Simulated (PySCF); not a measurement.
Excitation energy of Ar²⁺ by level of theory

Ar²⁺ [Ne] 3s2 3p4 (3P) → Ar²⁺ [Ne] 3s1 3p5 (3P), as a difference of total energies. Computed with PySCF 2.14 in aug-cc-pV(5+d)Z (8s7p6d4f3g2h, 136 functions), with no relativity, point nucleus. Correlated levels: valence: [Ne] frozen. The calculations carry no spin-orbit coupling.

```csv
method,excitation energy (cm⁻¹)
UHF,137510
LDA,117380
PBE,118160
PBE0,123200
r2SCAN,121230
PBEsol,117710
TPSS,120350
revPBE,118000
MP2 (valence),124980
SCS-MP2 (valence),123410
```
